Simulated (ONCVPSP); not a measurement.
Configuration tests for Si (ONCV)

Si (Z = 14), optimised norm-conserving Vanderbilt (ONCV), made with ONCVPSP 4.0.1 (PBE, scalar-relativistic). Core [Ne], reference 3s2 3p1 (charge +1). Waves: 3s: rc 1.90 bohr, ncon 4, nbas 9, qcut 3.6 1/bohr, 3 projectors, debl 3.1 Ha; 3p: rc 1.45 bohr, ncon 4, nbas 8, qcut 4.9 1/bohr, 2 projectors, debl 2.8 Ha; d scattering state at 0.37 Ha: rc 1.90 bohr, ncon 3, nbas 6, qcut 5.5 1/bohr, 1 projector. Local part: polynomial inside 1.10 bohr (lpopt 5, dvloc0 2 Ha). Core correction: Teter function, fcfact 4.75, rcfact 1.35.

Energies are relative to the spin-unpolarised reference configuration 3s2 3p1; without spin polarisation the order of configurations can differ from experiment.

```tsv
valence configuration	charge	ΔE all-electron (eV)	error AE − PS (meV)
3s2 3p2	0	-7.740	+1.9
3s1 3p0	+3	49.964	+13
3s1 3p2	+1	7.431	-6.3
```

Q: What are ΔE and the potential's error for 3s2 3p0?

A: ΔE = 15.993 eV all-electron; the error (AE − PS) is +3.7 meV.

Levels in the configuration 3s2 3p0:

```csv
level,all-electron (eV),pseudo (eV)
3s,-28.536,-28.530
```
